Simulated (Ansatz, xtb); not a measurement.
**Relative energy of two isomers of C3H11BSi**

Structure I is `B[C@@H]([SiH3])CC`, a singlet and structure II is `BC(C)(C)[SiH3]`, a singlet. Both are isolated molecules in the gas phase, relaxed with r2SCAN-D4/def2-SVP; the shapes shown needn't be the lowest conformers.

I (Å):

```xyz
16

C    -0.8581    1.2902   -0.0081
C     0.0608    0.1734    0.5154
C     0.5427    0.4463    1.9378
B    -0.2352    2.6651   -0.3049
Si   -1.5570    0.8512   -1.7421
H     0.9555    2.7617   -0.5117
H    -0.9295    3.6492   -0.4310
H    -1.7953    1.3680    0.5795
H    -0.5107    0.9622   -2.8042
H    -2.7049    1.7344   -2.0984
H    -2.0192   -0.5692   -1.6906
H     0.9343    0.0804   -0.1557
H    -0.4535   -0.8045    0.4856
H    -0.3080    0.5343    2.6339
H     1.1957   -0.3607    2.3063
H     1.1107    1.3902    1.9862
```

II (Å):

```xyz
16

C    -0.5994    1.0656   -0.1912
C    -1.7484    1.7073    0.6064
C    -0.8846   -0.4086   -0.5274
B     0.0523    1.9198   -1.2899
Si    0.9467    1.0646    0.9913
H     0.7073    1.3969   -2.1649
H     0.0055    3.1293   -1.2342
H    -2.6687    1.7098   -0.0029
H    -1.5334    2.7532    0.8761
H    -1.9776    1.1521    1.5330
H    -1.7714   -0.4772   -1.1809
H    -1.1008   -1.0100    0.3731
H    -0.0473   -0.8818   -1.0642
H     2.1432    0.4257    0.3676
H     0.5172    0.2438    2.1648
H     1.3029    2.4349    1.4645
```

**Question.** Estimate which is lower in electronic energy at CCSD(T)/def2-SVP + ΔMP2/def2-TZVPP, and by roughly how much.

**Answer.** Too close to call at this level: CCSD(T)/def2-SVP + ΔMP2/def2-TZVPP gives E(II) − E(I) = +1.80 kcal/mol.

The same difference at several levels:

```tsv
level	geometry	E(II) − E(I) (kcal/mol)	departure from the last row (kcal/mol)	job, with rough time for the two
GFN2-xTB	GFN2-xTB	+1.43	−0.36	optimisation, 0.18 s
HF/STO-3G	GFN2-xTB	+3.81	+2.02	single point, 0.32 s
r2SCAN-D4/def2-SVP//GFN2-xTB	GFN2-xTB	+2.09	+0.30	single point, 2.8 s
r2SCAN-D4/def2-SVP	r2SCAN-D4/def2-SVP	+2.06	+0.26	optimisation, 34 s
HF/def2-SVP	r2SCAN-D4/def2-SVP	+4.74	+2.94	part of the CCSD(T) run
MP2/def2-SVP	r2SCAN-D4/def2-SVP	+1.95	+0.15	part of the CCSD(T) run
CCSD(T)/def2-SVP	r2SCAN-D4/def2-SVP	+2.18	+0.38	single point
CCSD(T)/def2-SVP + ΔMP2/def2-TZVPP	r2SCAN-D4/def2-SVP	+1.80		single point, 29 s
```

As drawn, both hold the same kinds of bond in the same numbers. Structure I has 1 methyl group, II 2.

The largest departure from CCSD(T)/def2-SVP + ΔMP2/def2-TZVPP is that of HF/def2-SVP, 2.94 kcal/mol. The last row adds to CCSD(T) the change of the MP2 difference between the two basis sets, here −0.38 kcal/mol.

With thermal terms from frequencies at re-optimised GFN2-xTB minima (ideal gas, soft modes damped towards free rotors, one conformer each, 298.15 K, 1 atm): on the last row, ΔE + ΔZPE = +1.62, ΔH = +1.65, ΔG = +2.02 kcal/mol.

The correlated steps freeze 9 core orbitals. Mirror images aren't counted in ΔG. Programs: Ansatz 0.2.0, xtb 6.7.1; the last row on 2 threads of Intel(R) Xeon(R) 6975P-C (Granite Rapids) on a shared host.
